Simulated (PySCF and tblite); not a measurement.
Results of a calculation; reference values are marked as such.
C₃H₆BrF, numbered as in [CH3:1][C@H:2]([F:3])[CH2:4][Br:5]. The ensemble was built from 60 distance-geometry starts (ETKDG and KDG, MMFF94s, GFN2-xTB) and rests on PBE0-D3(BJ)/def2-SVP geometries. Weights use B3LYP-D3(BJ)/def2-SVP energies plus GFN2-xTB zero-point and thermal terms (modes under about 100 cm⁻¹ blended into free rotors). Symmetry numbers and mirror images are counted. Conformers within 3 kcal/mol (GFN2-xTB free energy) were kept, 2 at most. GIAO shieldings: WP04/pcSseg-1. Shifts are against TMS (¹H), TMS (¹³C), CFCl3 (¹⁹F) at the same level. (PySCF 2.14, tblite 0.8.)

Torsions listed: F3–C2–C4–Br5.

```csv
conformer,shape,point group,mirror pair,ΔE(DFT),Δ(G−E) at 298.15 K,δ F3 (ppm)
1,171°,C1,no,0.00,0.00,-184.6
2,64°,C1,no,0.98,-0.12,-194.9
```

Energies in kcal/mol; the thermal term leaves out symmetry numbers and mirror images.

Problem. Work out the weights at 298.15 K and the ¹⁹F shift of F3 under fast exchange.

Solution. RT = 0.592 kcal/mol. Each conformer gets RT ln(σ/g), with σ the rotational symmetry number and g = 2 for a mirror pair: 1: σ = 1, g = 1, G = 0.00 + 0.00 + 0.00 = 0.00, 0.00 above the lowest, exp(−ΔG/RT) = 1.000; 2: σ = 1, g = 1, G = 0.98 − 0.12 + 0.00 = 0.86, 0.86 above the lowest, exp(−ΔG/RT) = 0.235. The sum is 1.235, so the weights are 81.0, 19.0 %. The averaged shift is -186.5 ppm. At 298.15 K the leading conformer alone gives -184.6 ppm and bare DFT energies give -186.2 ppm.

Spin–orbit effects of the heavy atoms on shieldings are missing. Unscaled ¹⁹F shifts at such levels can be off by tens of ppm; differences between conformers or isomers are more reliable. For its torsions the set is small; conformers may be missing.
